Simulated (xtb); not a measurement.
xtb input (GFN2-xTB):

```bash
xtb mol.xyz --gfn 2 --sp --chrg 0 --uhf 0
```
mol.xyz:
```
3

Y      0.13609656    -0.11790235     0.26725341
O      1.26596856    -0.15246216    -1.16535862
F     -1.71505712     0.64643208    -0.12222377
```

Output:

```
           -------------------------------------------------
          |                Calculation Setup                |
           -------------------------------------------------

           -------------------------------------------------
          |                 G F N 2 - x T B                 |
           -------------------------------------------------

        Reference                      10.1021/acs.jctc.8b01176
      * Hamiltonian:
        H0-scaling (s, p, d)           1.850000    2.230000    2.230000
        zeta-weighting                 0.500000
      * Dispersion:
        s8                             2.700000
        a1                             0.520000
        a2                             5.000000
        s9                             5.000000
      * Repulsion:
        kExp                           1.500000    1.000000
        rExp                           1.000000
      * Coulomb:
        alpha                          2.000000
        third order                    shell-resolved
        anisotropic                    true
        a3                             3.000000
        a5                             4.000000
        cn-shift                       1.200000
        cn-exp                         4.000000
        max-rad                        5.000000

          ...................................................
          :                      SETUP                      :
          :.................................................:
          :  # basis functions                  18          :
          :  # atomic orbitals                  17          :
          :  # shells                            7          :
          :  # electrons                        16          :
          :  max. iterations                   250          :
          :  Hamiltonian                  GFN2-xTB          :
          :  restarted?                      false          :
          :  GBSA solvation                  false          :
          :  PC potential                    false          :
          :  electronic temp.          300.0000000     K    :
          :  accuracy                    1.0000000          :
          :  -> integral cutoff          0.2500000E+02      :
          :  -> integral neglect         0.1000000E-07      :
          :  -> SCF convergence          0.1000000E-05 Eh   :
          :  -> wf. convergence          0.1000000E-03 e    :
          :  Broyden damping             0.4000000          :
          :  net charge                          0          :
          :  unpaired electrons                  0          :
          ...................................................

 iter      E             dE          RMSdq      gap      omega  full diag
   1     13.2507034  0.132507E+02  0.776E+01    3.20       0.0  T
   2     -8.0100957 -0.212608E+02  0.407E+01   31.01       1.0  T
   3     -8.3804052 -0.370309E+00  0.274E+01   16.86       1.0  T
   4     -8.5292861 -0.148881E+00  0.247E+01   13.66       1.0  T
   5     -8.4390420  0.902441E-01  0.267E+01   15.90       1.0  T
   6     15.8306446  0.242697E+02  0.864E+01    1.13       1.0  T
[...]
         7        2.0000           -0.4634179             -12.6102
         8        2.0000           -0.4597619             -12.5108 (HOMO)
         9                         -0.4112509             -11.1907 (LUMO)
        10                         -0.3943410             -10.7306
        11                         -0.3919007             -10.6642
        12                         -0.3879331             -10.5562
        13                         -0.3758248             -10.2267
       ...                                ...                  ...
        17                          0.3162819               8.6065
      -------------------------------------------------------------
                  HL-Gap            0.0485110 Eh            1.3201 eV
             Fermi-level           -0.4354964 Eh          -11.8505 eV

 SCC (total)                   0 d,  0 h,  0 min,  0.011 sec
 SCC setup                      ...        0 min,  0.000 sec (  0.532%)
 Dispersion                     ...        0 min,  0.000 sec (  0.146%)
 classical contributions        ...        0 min,  0.000 sec (  0.111%)
 integral evaluation            ...        0 min,  0.000 sec (  2.384%)
 iterations                     ...        0 min,  0.010 sec ( 93.547%)
 molecular gradient             ...        0 min,  0.000 sec (  2.791%)
 printout                       ...        0 min,  0.000 sec (  0.431%)

         :::::::::::::::::::::::::::::::::::::::::::::::::::::
         ::                     SUMMARY                     ::
         :::::::::::::::::::::::::::::::::::::::::::::::::::::
         :: total energy             -10.003734290690 Eh    ::
         :: gradient norm              0.024792300168 Eh/a0 ::
         :: HOMO-LUMO gap              1.320051249891 eV    ::
         ::.................................................::
         :: SCC energy               -10.015883434422 Eh    ::
         :: -> isotropic ES            0.053064085171 Eh    ::
         :: -> anisotropic ES          0.008059091981 Eh    ::
         :: -> anisotropic XC         -0.008451120077 Eh    ::
         :: -> dispersion             -0.001262990712 Eh    ::
         :: repulsion energy           0.012149143732 Eh    ::
         :: add. restraining           0.000000000000 Eh    ::
         :: total charge               0.000000000000 e     ::
         :::::::::::::::::::::::::::::::::::::::::::::::::::::

           -------------------------------------------------
          |                Property Printout                |
           -------------------------------------------------

    * Orbital Energies and Occupations

         #    Occupation            Energy/Eh            Energy/eV
      -------------------------------------------------------------
         1        2.0000           -0.8525786             -23.1998
         2        2.0000           -0.7248868             -19.7252
         3        2.0000           -0.5538696             -15.0716
         4        2.0000           -0.5032980             -13.6954
         5        2.0000           -0.4997567             -13.5991
         6        2.0000           -0.4792296             -13.0405
         7        2.0000           -0.4634179             -12.6102
         8        2.0000           -0.4597619             -12.5108 (HOMO)
         9                         -0.4112509             -11.1907 (LUMO)
        10                         -0.3943410             -10.7306
        11                         -0.3919007             -10.6642
        12                         -0.3879331             -10.5562
        13                         -0.3758248             -10.2267
        14                         -0.3044990              -8.2858
        15                         -0.0759459              -2.0666
        16                          0.1418377               3.8596
        17                          0.3162819               8.6065
      -------------------------------------------------------------
                  HL-Gap            0.0485110 Eh            1.3201 eV
             Fermi-level           -0.4354964 Eh          -11.8505 eV

     #   Z          covCN         q      C6AA      α(0)
     1  39 Y        1.318     0.674  1016.229   113.849
     2   8 O        0.690    -0.365    21.067     6.149
     3   9 F        0.628    -0.309    12.457     4.165

 Mol. C6AA /au·bohr⁶  :       1480.024429
 Mol. C8AA /au·bohr⁸  :     218867.024427
 Mol. α(0) /au        :        124.162497

Wiberg/Mayer (AO) data.
largest (>0.10) Wiberg bond orders for each atom

 ---------------------------------------------------------------------------
     #   Z sym  total        # sym  WBO       # sym  WBO       # sym  WBO
 ---------------------------------------------------------------------------
     1  39 Y    2.617 --     2 O    1.747     3 F    0.870
     2   8 O    2.020 --     1 Y    1.747     3 F    0.273
     3   9 F    1.143 --     1 Y    0.870     2 O    0.273
 ---------------------------------------------------------------------------

Topologies differ in total number of bonds
Writing topology from bond orders to xtbtopo.mol

molecular dipole:
                 x           y           z       tot (Debye)
 q only:        0.301      -0.422       1.216
   full:       -0.001      -0.564       2.181       5.726
molecular quadrupole (traceless):
                xx          xy          yy          xz          yz          zz
 q only:       -4.254       2.154       2.996       2.671      -0.331       1.258
  q+dip:       -5.412       2.639       3.962       3.906      -0.542       1.450
   full:       -7.332       3.966       5.871       4.847      -0.246       1.461

           -------------------------------------------------
          | TOTAL ENERGY              -10.003734290690 Eh   |
          | GRADIENT NORM               0.024792300168 Eh/α |
          | HOMO-LUMO GAP               1.320051249891 eV   |
           -------------------------------------------------
Note: The following floating-point exceptions are signalling: IEEE_UNDERFLOW_FLAG IEEE_DENORMAL
normal termination of xtb

------------------------------------------------------------------------
------------------------------------------------------------------------
 total:
 SCF:
```
